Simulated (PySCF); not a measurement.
A structure optimised at B3LYP-D3(BJ)/def2-SVP, used in a PySCF frequency run:

```
B
O 1 1.3555
H 2 0.9671 1 112.35
O 1 1.3569 2 120.29 3 0.00
H 4 0.9679 1 114.26 2 -180.00
C 1 1.6037 2 116.70 3 180.00
H 6 1.1031 1 109.16 2 57.95
H 6 1.1031 7 106.38 1 117.66
C 6 1.4545 7 110.16 8 119.38
N 9 1.1600 6 174.53 7 121.47
```
Charge 0, spin multiplicity 1.

Write its SMILES, formula and point group.

N#CCB(O)O, C2H4BNO2, Cs

What are its rotational constants (standard atomic weights)?

8.5561, 2.2365, 1.7928 GHz
